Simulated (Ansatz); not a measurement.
`BS[SiH2]C` + H₂ → `C[SiH3]` + `BS`  (hydrogenolysis of the Si–S bond)

Computed with Ansatz on PBE0-D4/def2-TZVP structures; ΔE is electronic, products minus reactants. CCSD(T)/CBS adds triple-zeta CCSD(T) − MP2 to the extrapolated MP2 energy (def2 sets, frozen cores). This one scheme is used for every species. Functionals use def2-TZVPP. Each species was taken in one conformer, which may not be the lowest.

```csv
level,ΔE (kJ/mol)
ωB97M-V,32.2
PBE,29.0
HF/def2-SVP,0.4
CCSD(T)/def2-TZVPP,29.8
```

Problem. What does CCSD(T)/CBS give? (Best estimate.)

Solution. Ansatz gave: +35.9 kJ/mol. The listed levels differ from it by -3.7, -6.9, -35.5, -6.1 kJ/mol.

Largest T1 diagnostic among the species: 0.015.

Leaving LDA and LC-ωPBE aside and taking each functional with its dispersion term where it has one, the values, not all of them listed here, spread over 16.4 kJ/mol, from CAM-B3LYP-D4 to revPBE-D4. LDA lies +3.1 kJ/mol from PBE without D4. At CCSD(T), def2-SVP lies −22.8 kJ/mol from the extrapolated value and def2-TZVPP −6.1 kJ/mol.
